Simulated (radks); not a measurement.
Results of a calculation; reference values are marked as such.
Minus the highest occupied eigenvalue as an estimate of the ionisation energy, F to F8+. The LB94 potential has the -1/r tail that LDA and GGA lack but no energy functional. Code: a radial shooting solver on a logarithmic mesh with Libxc functionals. Model: Dirac Kohn-Sham, LB94 model potential, spin-unpolarised, spherical densities, finite nucleus; open shells fill j = l - 1/2 first; Fermi nuclear charge, rms radius 2.8976 fm.

species  configuration   HOMO  -e(HOMO) (eV)  <r> (bohr)  IE, NIST (eV)       kind
F         [He] 2s2 2p5  2p3/2         18.257        1.08         17.423       exp.
F+        [He] 2s2 2p4  2p3/2         36.590       0.970         34.971       exp.
F2+       [He] 2s2 2p3  2p3/2         58.201       0.887         62.708  semi-emp.
F3+       [He] 2s2 2p2  2p1/2         82.934       0.818          87.18  semi-emp.
F4+       [He] 2s2 2p1  2p1/2         110.38       0.761         114.25  semi-emp.
F5+           [He] 2s2  2s1/2         154.16       0.807         157.16       exp.
F6+           [He] 2s1  2s1/2         182.43       0.774         185.19       exp.
F7+               [He]  1s1/2         937.29       0.174         953.90     theory
F8+                1s1  1s1/2         1066.3       0.168         1103.1     theory

Reference values: NIST Atomic Spectra Database (exp. = measured, semi-emp. = semi-empirical, theory = theoretical value adopted there). Spin polarisation and multiplet splitting are left out.

Beside tabulated values, note that spin-unpolarised runs miss the spin-polarisation part of the exchange energy of open shells.
